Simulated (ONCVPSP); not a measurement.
## What the settings do to the ONCV potential of titanium

Base potential:

* Element: titanium
* Generator: ONCVPSP 4.0.1
* Type: optimised norm-conserving Vanderbilt (ONCV)
* Functional: PBE
* Relativity: scalar-relativistic
* Frozen core: [Ne]
* Valence charge: 12
* Reference configuration: 3s2 3p6 3d2 4s2
* Partial waves: 3s+4s: rc 1.90 bohr, ncon 4, nbas 9, qcut 7.9 1/bohr, 2 projectors; 3p: rc 1.35 bohr, ncon 4, nbas 7, qcut 10.4 1/bohr, 2 projectors, debl 3.5 Ha; 3d: rc 1.40 bohr, ncon 4, nbas 9, qcut 12.4 1/bohr, 2 projectors, debl 2.9 Ha
* Local potential: polynomial inside 1.30 bohr (lpopt 1, dvloc0 0 Ha)
* Core correction: none

Cutoffs, loose and tight: the cutoffs (Ha) at which the residual kinetic energy of the hardest occupied pseudo-wave falls to 1 and 0.1 mHa per electron. They do not see the model core or the augmentation charge, which bear on the density cutoff. Test errors are all-electron minus pseudo excitation energies from the reference, over the configurations 3s2 3p6 3d2 4s1; 3s2 3p6 3d2 4s0; 3s2 3p6 3d1 4s0; 3s2 3p6 3d3 4s1. A dash means not determined; rows that change the core or the reference have their own tests.

```tsv
change	outcome	cutoff, loose	cutoff, tight	bound ghosts	GHOST(+) flags above zero	largest test error (meV)
base	generated	49 Ha	57 Ha	none	none	+7.5
all radii scaled by about 0.77 (s 1.48, p 1.04, d 1.08 bohr); local potential polynomial inside 1.02 bohr (lpopt 1, dvloc0 0 Ha)	generated	60 Ha	70 Ha	none	none	+2.2
all radii scaled by about 0.86 (s 1.64, p 1.16, d 1.20 bohr); local potential polynomial inside 1.12 bohr (lpopt 1, dvloc0 0 Ha)	generated	56 Ha	65 Ha	none	none	+3.0
all radii scaled by about 0.92 (s 1.74, p 1.24, d 1.28 bohr); local potential polynomial inside 1.20 bohr (lpopt 1, dvloc0 0 Ha)	generated	53 Ha	62 Ha	none	none	+4.4
all radii scaled by about 1.25 (s 2.38, p 1.68, d 1.76 bohr); local potential polynomial inside 1.62 bohr (lpopt 1, dvloc0 0 Ha)	generated	38 Ha	45 Ha	none	none	+23
all radii scaled by about 1.33 (s 2.54, p 1.80, d 1.86 bohr); local potential polynomial inside 1.74 bohr (lpopt 1, dvloc0 0 Ha)	generated	34 Ha	40 Ha	none	none	+31
```

**Question.** What comes out with this change to the base: all radii scaled by about 1.18 (s 2.24, p 1.60, d 1.66 bohr); local potential polynomial inside 1.54 bohr (lpopt 1, dvloc0 0 Ha)?

**Answer.** outcome: generated; cutoff, loose: 42 Ha; cutoff, tight: 50 Ha; bound ghosts: none; GHOST(+) flags above zero: none; largest test error (meV): +18.

**Question.** What comes out with this change to the base: all radii scaled by about 1.13 (s 2.14, p 1.52, d 1.58 bohr); local potential polynomial inside 1.46 bohr (lpopt 1, dvloc0 0 Ha)?

**Answer.** outcome: generated; cutoff, loose: 45 Ha; cutoff, tight: 52 Ha; bound ghosts: none; GHOST(+) flags above zero: none; largest test error (meV): +15.

**Question.** What comes out with this change to the base: all radii scaled by about 1.06 (s 2.02, p 1.44, d 1.48 bohr); local potential polynomial inside 1.38 bohr (lpopt 1, dvloc0 0 Ha)?

**Answer.** outcome: generated; cutoff, loose: 47 Ha; cutoff, tight: 55 Ha; bound ghosts: none; GHOST(+) flags above zero: none; largest test error (meV): +9.9.

Reading the sweep of the scale of all radii (base = 1) (base included, trends over the rows without a ghost): The loose cutoff falls from 60 Ha at 0.77 to 34 Ha at 1.33. A larger radius leaves more room for a smooth pseudo-wave, so fewer plane waves are needed; a smaller one forces it to follow the all-electron wave where it bends sharply. The median size of the test errors (rows with all tests solved) rises from 0.6 meV at 0.77 to 4.4 meV at 1.33. More of the atom is replaced by a form fitted at one configuration, so other configurations suffer as the radius grows.
